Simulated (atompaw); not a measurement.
An all-electron radial function and its pseudo partner (Ge (Z = 32))

Columns: radius, all-electron u(r) and pseudo u(r) of the 4p shell (level -4.05 eV) of germanium in the configuration [Ne] 3s2 3p6 3d10 4s2 4p2; LDA (PW92), scalar-relativistic, PAW (atompaw) scheme, atompaw 4.2.0.5.

```tsv
r (bohr)	all-electron	pseudo
0.050	0.0889	-0.0008
0.100	0.1499	-0.0030
0.150	0.1240	-0.0064
0.200	0.0460	-0.0108
0.250	-0.0466	-0.0155
0.300	-0.1303	-0.0201
0.350	-0.1935	-0.0240
0.400	-0.2331	-0.0266
0.450	-0.2500	-0.0271
0.500	-0.2475	-0.0250
0.550	-0.2295	-0.0198
0.600	-0.1998	-0.0111
0.650	-0.1616	0.0015
0.700	-0.1177	0.0180
0.750	-0.0704	0.0384
0.800	-0.0212	0.0627
0.850	0.0284	0.0904
0.900	0.0776	0.1212
0.950	0.1255	0.1545
1.000	0.1716	0.1896
1.050	0.2156	0.2257
1.100	0.2573	0.2623
1.150	0.2964	0.2984
1.200	0.3329	0.3335
1.250	0.3669	0.3669
1.300	0.3982	0.3982
```

Question: How many radial nodes do the two functions have?

Answer: The all-electron 4p function has n − l − 1 = 2; the pseudo-wave has 1, since 1 lower shell of the same l stays in the valence.

Question: Is the pseudo-wave norm-conserving?

Answer: No, it belongs to a PAW set: the norm inside the radius is not constrained, and the difference is carried by the augmentation charge.
